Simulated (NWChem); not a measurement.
Molecule: GeH4O2; SMILES [OH][GeH2][OH]

```xyz
7

Ge     0.0000     0.0000     0.3407
O     -1.4562    -0.0454    -0.6748
O      1.4562     0.0454    -0.6748
H     -0.0898    -1.2948     1.1590
H      0.0898     1.2948     1.1590
H     -1.5590     0.7478    -1.2119
H      1.5590    -0.7478    -1.2119
```
Atoms are numbered in this order, from 1.

Program: NWChem. Geometry: optimised at PBE0/def2-SVP.

Q: Taking PBE/def2-TZVPP as the yardstick, which of these has the fewest basis functions while keeping “dipole (D)” within 0.1 D of it: PBE/pcseg-1; PBE/3-21G; PBE/aug-pcseg-1; PBE/pcseg-2?

A: PBE/pcseg-1 (a larger set in the list lies outside the tolerance).
```csv
level,basis functions,dipole (D)
PBE/3-21G,48,0.68
PBE/pcseg-1,75,0.23
PBE/aug-pcseg-1,118,0.01
PBE/pcseg-2,159,0.11
PBE/def2-TZVPP,166,0.17
```

The yardstick is one finite set, not the basis-set limit.
